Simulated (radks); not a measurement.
Br2+, 33 electrons, occupied as [Ar] 3d10 4s2 4p3 (the NIST ground configuration). Method: scalar-relativistic Kohn-Sham, PBE, spin-polarised, spherical densities, point nucleus; open shells are filled with parallel spins first; computed with a radial shooting solver on a logarithmic mesh with Libxc functionals.

Local quantities along the radius. ELF = 1/(1 + alpha^2) is the electron localisation function; alpha = (tau - tau_W)/tau_unif compares the Pauli kinetic energy density with that of the uniform gas (summed over spins). tau is taken from the large components.

```
   r/bohr * ELF (the largest magnitude, 1, reaches the edge; | marks zero)
 0.002936 |                                                      *
 0.003916 |                                                      *
 0.005223 |                                                      *
 0.006966 |                                                      *
 0.009291 |                                                      *
  0.01239 |                                                      *
   0.0164 |                                                      *
  0.02187 |                                                     *
  0.02917 |                                                   *
   0.0389 |                                          *
  0.05189 |                      *
   0.0692 |               *
   0.0923 |                           *
   0.1231 |                                        *
   0.1642 |                                         *
    0.219 |                       *
   0.2921 |             *
   0.3896 |                                *
   0.5196 |                                          *
    0.693 |                                    *
   0.9243 |               *
    1.233 |               *
    1.631 |                                         *
    2.176 |                                             *
    2.902 |                               *
     3.87 |     *
    5.162 *
```

On this mesh the ELF has minima near r = 0.069, 0.29, 1.1 bohr, which separate the shells, and maxima near 0.14 (0.79), 0.52 (0.78), 1.9 (0.84).
